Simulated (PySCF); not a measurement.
Zr(F)3(OH) (F₃HOZr), SMILES [OH][Zr]([F])([F])[F], multiplicity 1.

Geometry: B3LYP-D3(BJ)/def2-SVP. The spin state was assumed, not searched. The def2 effective core potentials stand for the cores of Zr; spin–orbit coupling is left out. Other conformers were not sampled.

Computed with B3LYP-D3(BJ)/def2-SVP in PySCF.

Frequencies are harmonic and unscaled.

Modes within 1.5 cm⁻¹ of each other (mostly degenerate sets) share a row, with their intensities summed.

```json
[
 {"mode": "1–2", "ν (cm⁻¹)": "158", "IR (km/mol)": "7.7", "moving atoms (share of kinetic energy)": "F 91 %"},
 {"mode": "3–4", "ν (cm⁻¹)": "171", "IR (km/mol)": "4.1", "moving atoms (share of kinetic energy)": "O 36 %, F 35 %, Zr 15 %, H 13 %"},
 {"mode": "5", "ν (cm⁻¹)": "175", "IR (km/mol)": "28.7", "moving atoms (share of kinetic energy)": "F 72 %, Zr 22 %"},
 {"mode": "6–7", "ν (cm⁻¹)": "313", "IR (km/mol)": "393.2", "moving atoms (share of kinetic energy)": "H 82 %, O 16 %"},
 {"mode": "8", "ν (cm⁻¹)": "671", "IR (km/mol)": "48.9", "moving atoms (share of kinetic energy)": "F 94 %"},
 {"mode": "9–10", "ν (cm⁻¹)": "690", "IR (km/mol)": "356.7", "moving atoms (share of kinetic energy)": "F 76 %, Zr 24 %"},
 {"mode": "11", "ν (cm⁻¹)": "758", "IR (km/mol)": "171.2", "moving atoms (share of kinetic energy)": "O 77 %, Zr 18 %"},
 {"mode": "12", "ν (cm⁻¹)": "3963", "IR (km/mol)": "314.6", "moving atoms (share of kinetic energy)": "H 94 %"}
]
```
